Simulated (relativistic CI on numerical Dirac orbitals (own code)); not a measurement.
## Tb3+: 4f valence photoemission

Computed with this model: Dirac-Coulomb-Breit CI, separate exchange-only KLI orbitals for each configuration, QED by a radiative potential, valence Slater integrals scaled by 0.7, multiplet model of photoemission in the sudden approximation; configurations [Xe] 4f8 → [Xe] 4f7; 300 K; Lorentzian 0.1 eV and Gaussian 0.3 eV FWHM. Energies are those of the free ion, without screening or charge transfer. The energies are binding energies and can lie tens of eV above those of solids. S is read from ⟨S²⟩ = S(S + 1).

Field parameters in Wybourne normalisation; cubic f-shell fields have B⁴₄ = √(5/14) B⁴₀ and B⁶₄ = −√(7/2) B⁶₀. The field is a parameter set, without covalency.

Computed curve for free ion, scaled to 100 at the maximum (points under 2 are left out and the grid is thinned):

```json
{"Energy (eV)": "36.6", "Intensity": "2.3"}
{"Energy (eV)": "36.7", "Intensity": "4.5"}
{"Energy (eV)": "36.9", "Intensity": "27.2"}
{"Energy (eV)": "37.0", "Intensity": "49.4"}
{"Energy (eV)": "37.2", "Intensity": "45.3"}
{"Energy (eV)": "37.3", "Intensity": "23.2"}
{"Energy (eV)": "37.5", "Intensity": "3.9"}
{"Energy (eV)": "37.6", "Intensity": "2.1"}
{"Energy (eV)": "40.2", "Intensity": "4.0"}
{"Energy (eV)": "40.3", "Intensity": "8.2"}
{"Energy (eV)": "40.5", "Intensity": "31.3"}
{"Energy (eV)": "40.6", "Intensity": "41.1"}
{"Energy (eV)": "40.8", "Intensity": "52.1"}
{"Energy (eV)": "40.9", "Intensity": "77.2"}
{"Energy (eV)": "41.0", "Intensity": "100.0"}
{"Energy (eV)": "41.2", "Intensity": "58.8"}
{"Energy (eV)": "41.3", "Intensity": "35.2"}
{"Energy (eV)": "41.5", "Intensity": "32.9"}
{"Energy (eV)": "41.6", "Intensity": "29.6"}
{"Energy (eV)": "41.8", "Intensity": "13.0"}
{"Energy (eV)": "41.9", "Intensity": "7.2"}
{"Energy (eV)": "42.1", "Intensity": "3.6"}
{"Energy (eV)": "42.2", "Intensity": "3.9"}
{"Energy (eV)": "42.4", "Intensity": "10.4"}
{"Energy (eV)": "42.5", "Intensity": "23.4"}
{"Energy (eV)": "42.7", "Intensity": "66.7"}
{"Energy (eV)": "42.8", "Intensity": "71.0"}
{"Energy (eV)": "42.9", "Intensity": "65.3"}
{"Energy (eV)": "43.1", "Intensity": "43.6"}
{"Energy (eV)": "43.2", "Intensity": "31.0"}
{"Energy (eV)": "43.4", "Intensity": "21.3"}
{"Energy (eV)": "43.5", "Intensity": "22.5"}
{"Energy (eV)": "43.7", "Intensity": "39.0"}
{"Energy (eV)": "43.8", "Intensity": "36.8"}
{"Energy (eV)": "44.0", "Intensity": "16.3"}
{"Energy (eV)": "44.1", "Intensity": "10.5"}
{"Energy (eV)": "44.3", "Intensity": "6.2"}
{"Energy (eV)": "44.4", "Intensity": "6.1"}
{"Energy (eV)": "44.6", "Intensity": "5.0"}
{"Energy (eV)": "44.7", "Intensity": "3.4"}
```

The ground state has S = 2.94, and the centroid lies at 41.35 eV.
